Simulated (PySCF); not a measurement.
## Worked example: oscillator strength and radiative lifetime

Ga(F)2(OMe) (CH₃F₂GaO), SMILES [F][Ga]([F])[O]C.

Geometry: ωB97X-D3(BJ)/def2-SVP. One conformer was computed; it need not be the lowest.

PySCF with TDA-PBE/def2-SVPD puts the first singlet state with f over 0.02 at 5.14 eV (vertical), with the transition dipole (0.239, 0.388, 0.000) in atomic units.

Task: Find the oscillator strength, the wavelength and the radiative lifetime that this transition would have in vacuum if emission retraced absorption.

Result: 
|μ|² = 0.2077 au, so |μ| = 1.16 D. ΔE = 5.14/27.211 = 0.1889 hartree. f = (2/3) ΔE |μ|² = 0.026 (the program prints 0.026).
λ = 1239.84/5.14 = 241 nm; ν = 41457 cm⁻¹.
Einstein's coefficient A = 0.6670 ν² f s⁻¹ (ν in cm⁻¹) = 3.0e7 s⁻¹, so τ = 1/A = 33 ns. This state is S2; the lower singlet has f = 0.011. The figure is the radiative limit of this one transition; relaxation, internal conversion, crossing to triplets and a medium change what is measured.
